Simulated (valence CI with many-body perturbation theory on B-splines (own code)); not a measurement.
The numbers below are computed, except where a source is named.
# From CI to CI+MBPT in Nd XIX

Level of theory: configuration interaction combined with many-body perturbation theory (CI+MBPT): six valence electrons over a frozen Dirac-Fock core [Kr], radial functions for each j: 7 s, 7 p, 8 d, 6 f, 4 g, 1 h, with the one-electron correlation potential Σ1, the two-electron term Σ2, the three-electron term Σ3, Breit, model QED; selected CI, second order for the rest, scaled by the run's own slope (own B-spline code, finite nucleus).

No measured spectrum was set against this ion. As an estimate, terms of the open shell hold to 2 to 4 % of their energy, and close levels can change places. Core correlation moves these levels by up to 10000 cm⁻¹, and in measured spectra 5 to 20 % of such shifts remained as error; rates that hang on mixing are uncertain with them. Among the levels kept, up to 1100 cm⁻¹ of a level comes from second order outside the variational space, and about a tenth of that is noise between levels of different J, which matters for small intervals. Only levels of the ground parity were solved; by the run's estimate the other parity begins above the list, which can be wrong where configurations are misplaced.

Each rung adds one term. CI alone is the Dirac-Coulomb CI over the frozen core; QED comes last and gives the full result, which names the levels. Energies are above (4d3/2^4 4d5/2^2) J=4 on the same rung, in eV.

Levels are named by their leading jj configuration (3d3/2^4 stands for four electrons in 3d with j = 3/2), which in mixed levels can hold well under half, so a name can repeat and another be missing. Letters in brackets count levels of one name in rising energy.

```
                    Level  CI alone       Σ1       Σ2       Σ3    Breit      QED    Full
    (4d3/2^4 4d5/2^2) J=2     1.904  +0.0021  +0.0329  -0.1609  +0.0198   0.0000   1.798
(4d3/2^3 4d5/2^3) J=3 [a]     2.961  +0.0450  +0.0950  +0.0502  -0.0865  +0.0114   3.076
    (4d3/2^4 4d5/2^2) J=0     3.750  +0.0285  +0.2002  -0.0868  -0.0331  +0.0073   3.866
(4d3/2^3 4d5/2^3) J=1 [a]     3.997  +0.0479  +0.1583  -0.0137  -0.0792  +0.0122   4.122
    (4d3/2^3 4d5/2^3) J=4     5.382  +0.0279  -0.1759  -0.1555  -0.0493  +0.0062   5.035
    (4d3/2^3 4d5/2^3) J=5     7.096  +0.0438  -0.3334  -0.1875  -0.0957  +0.0090   6.532
    (4d3/2^3 4d5/2^3) J=6     7.278  +0.0471  -0.4000  -0.1847  -0.1205  +0.0094   6.629
(4d3/2^3 4d5/2^3) J=2 [a]     7.851  +0.0650  -0.0070  -0.2488  -0.0978  +0.0136   7.576
(4d3/2^3 4d5/2^3) J=3 [b]     8.293  +0.0496  -0.1303  -0.2590  -0.0861  +0.0107   7.878
(4d3/2^2 4d5/2^4) J=2 [a]     8.602  +0.0575  +0.0275  -0.2659  -0.1207  +0.0157   8.316
(4d3/2^2 4d5/2^4) J=4 [a]    10.446  +0.0809  -0.1318  -0.2184  -0.1583  +0.0182  10.036
(4d3/2^3 4d5/2^3) J=1 [b]    10.680  +0.0625  -0.1894  -0.3662  -0.0881  +0.0135  10.113
(4d3/2^2 4d5/2^4) J=0 [a]    10.140  +0.0692  +0.3231  -0.2077  -0.1191  +0.0175  10.223
(4d3/2^3 4d5/2^3) J=2 [b]    10.928  +0.0624  +0.0061  -0.3529  -0.1141  +0.0148  10.545
(4d3/2^2 4d5/2^4) J=4 [b]    11.101  +0.0774  -0.1126  -0.2694  -0.1626  +0.0180  10.652
    (4d3/2^3 4d5/2^3) J=0    12.205  +0.0368  -0.3802  -0.6744  -0.0337  +0.0066  11.160
    (4d3/2^2 4d5/2^4) J=5    11.723  +0.0984  -0.2223  -0.1906  -0.2165  +0.0225  11.215
(4d3/2^3 4d5/2^3) J=3 [c]    11.857  +0.0783  -0.1849  -0.3423  -0.1341  +0.0172  11.291
(4d3/2^2 4d5/2^4) J=3 [a]    12.649  +0.0936  -0.1104  -0.3710  -0.1485  +0.0187  12.131
```

The middle columns are the shifts that each term adds.

Q: How does the ionisation energy move along the ladder, and which term matters most?

A: CI alone 518.27, + Σ1 520.44, + Σ2 523.78, + Σ3 524.36, + Breit 524.22, + QED 524.25 eV. The largest step is Σ2, 3.35 eV. NIST lists 522 ± 3 eV (theoretical).
